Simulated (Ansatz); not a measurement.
Cartesian coordinates in Å:
```
C -0.795 -1.182 2.463
O -0.823 -0.827 1.108
Mo 0.403 -0.030 0.016
O 0.586 -1.167 -1.484
O 0.685 1.169 1.448
F 1.707 -1.209 0.716
Cl 2.225 1.225 -0.908
O -0.754 0.878 -1.047
C -0.909 1.176 -2.402
H -0.021 -1.939 2.620
H -0.555 -0.293 3.056
H -1.773 -1.575 2.743
H 1.378 -1.713 -1.517
H 1.468 1.729 1.421
H -0.693 0.279 -2.989
H -1.931 1.516 -2.575
H -0.197 1.964 -2.668
```

Total charge 0; spin multiplicity 1. Mo takes the def2 core potential.

List the PBE0/def2-TZVPP orbital energies in eV (Ansatz). (Estimate.)

The calculation gave: Occupied: -2766.30, -672.99, -524.37, -524.24, -523.19, -523.16, -280.00, -279.97, -258.15, -196.40, -196.31, -196.29, -75.08, -47.69, -47.54, -47.45, -31.60, -29.20, -29.10, -28.06, -27.44, -21.63, -19.76, -19.64, -15.45, -14.90, -14.44, -14.36, -14.09, -13.58, -13.44, -12.93, -12.25, -12.00, -11.78, -11.41, -10.73, -10.40, -10.25, -9.68, -9.53, -9.28, -9.13, -8.93, -8.31, -8.08. Lowest empty: -3.38, -3.20, -2.95, -0.02, 0.57, 1.00, 1.14, 1.32.
